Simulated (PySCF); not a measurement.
CH4ClGaO, SMILES [CH3][Ga]([OH])[Cl].

Geometry: TPSSh-D3(BJ)/def2-SVP. The structure was generated by enumeration; whether it is a known compound was not checked. One conformer was computed; it need not be the lowest.

Level of theory: r2SCAN/def2-TZVP (PySCF).

Isolated molecule, no solvent.

total energy: -2500.85354 hartree
highest occupied level: -7.57 eV
lowest empty level: -1.13 eV
orbital gap: 6.44 eV
dipole moment: 1.40 D
quadrupole, principal values (traceless, Buckingham form, about the centre of nuclear charge): -10.01, 3.46, 6.55 D·Å
mean static polarisability: 54.7 bohr³ (8.10 Å³)
polarisability, principal values: 41.2, 56.3, 66.6 bohr³
